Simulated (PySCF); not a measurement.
**C5H4ClN3: full NMR table**

```
Formula                               : C5H4ClN3
SMILES                                : C=Cc1ncc(Cl)nn1
Point group of the computed structure : Cs
Degrees of unsaturation               : 5
Carbon signals                        : 5
Proton signals                        : 4
```

Molfile (atoms numbered from 1):
```
C5H4ClN3
     RDKit          3D

 13 13  0  0  0  0  0  0  0  0999 V2000
    2.5841    0.1231    0.2218 C   0  0  0  0  0  0  0  0  0  0  0  0
    1.6228    0.4884   -0.6187 C   0  0  0  0  0  0  0  0  0  0  0  0
    0.2165    0.2225   -0.3728 C   0  0  0  0  0  0  0  0  0  0  0  0
   -0.1450   -0.4215    0.7529 N   0  0  0  0  0  0  0  0  0  0  0  0
   -1.4240   -0.6351    0.9234 C   0  0  0  0  0  0  0  0  0  0  0  0
   -2.3359   -0.1946   -0.0502 C   0  0  0  0  0  0  0  0  0  0  0  0
   -4.0177   -0.4461    0.1183 Cl  0  0  0  0  0  0  0  0  0  0  0  0
   -1.9156    0.4325   -1.1337 N   0  0  0  0  0  0  0  0  0  0  0  0
   -0.6464    0.6400   -1.2940 N   0  0  0  0  0  0  0  0  0  0  0  0
    2.3478   -0.3946    1.1361 H   0  0  0  0  0  0  0  0  0  0  0  0
    3.6213    0.3288    0.0217 H   0  0  0  0  0  0  0  0  0  0  0  0
    1.8237    1.0082   -1.5435 H   0  0  0  0  0  0  0  0  0  0  0  0
   -1.7359   -1.1510    1.8211 H   0  0  0  0  0  0  0  0  0  0  0  0
  1  2  2  0
  2  3  1  0
  3  4  2  0
  4  5  1  0
  5  6  2  0
  6  7  1  0
  6  8  1  0
  8  9  2  0
  9  3  1  0
  1 10  1  0
  1 11  1  0
  2 12  1  0
  5 13  1  0
M  END
```

[PySCF 2.14: geometry from GFN2-xTB; shielding tensors at PBE0/pcSseg-1 (GIAO); isolated molecule; no relativistic terms; a single conformation]

Shifts are taken against calculated references (same method and geometry level): TMS for 1H (σ = 31.72 ppm), 13C (σ = 186.93 ppm); 15N (σ = 267.73 ppm) against NH3.

| carbon | δC, type | δH (multiplicity) | HMBC from (2–3 bonds) | span of the C tensor (ppm) |
| --- | --- | --- | --- | --- |
| C1 | 137.5, CH2 | H10 7.56 (m); H11 6.46 (m) | H12 | 247 |
| C2 | 141.8, CH | 7.60 (m) | H10, H11 | 210 |
| C3 | 166.6, C | – | H13, H12, H10, H11 | 215 |
| C5 | 153.5, CH | 8.54 (s) | – | 201 |
| C6 | 167.6, C | – | H13 | 202 |

Other nuclei:
```json
{"atoms": "N8", "nucleus": "15N", "environment": "pyridine-type ring nitrogen", "δ (ppm)": "478.7", "σ (ppm)": "-210.9"}
{"atoms": "N9", "nucleus": "15N", "environment": "pyridine-type ring nitrogen", "δ (ppm)": "440.1", "σ (ppm)": "-172.3"}
{"atoms": "N4", "nucleus": "15N", "environment": "pyridine-type ring nitrogen", "δ (ppm)": "325.4", "σ (ppm)": "-57.7"}
```

- Carbon types of the structure: 2 × C, 2 × CH, 1 × CH2, which accounts for all hydrogens.
- δC 167.6: aromatic carbon bearing chlorine.
- δC 153.5: aromatic CH next to a ring nitrogen; the adjacent pyridine-type nitrogen withdraws density from it.
- δC 141.8: alkene CH; the olefinic region.
- δC 137.5: terminal =CH2 carbon; the olefinic region.
- δH 8.54: hydrogen on an aromatic CH next to a ring nitrogen; ring current plus the neighbouring ring nitrogen.

Carbons that carry Cl, above all several Cl atoms, come out too deshielded, partly because spin–orbit coupling is missing. Shifts are as computed. Against solution values, carbons near 30 ppm lie about +3 ppm off and those near 130 ppm about +5 ppm; carbons on Cl a further +6 ppm. Of 1211 compounds with measured shifts, 218 miss one by over three times the rms of a fit or turn the order of signals round; such compounds aren't used in these exercises. Experimental scales use liquid or dissolved standards, which lie at an offset from isolated NH3 (liquid NH3: subtract about 20 ppm). Unscaled 15N shifts of sp2 nitrogen come out 20 to 40 ppm too high even then. Multiplicities follow the n + 1 count of equivalent neighbours, as no J values were calculated; m marks all less simple cases, F and P coupling included.
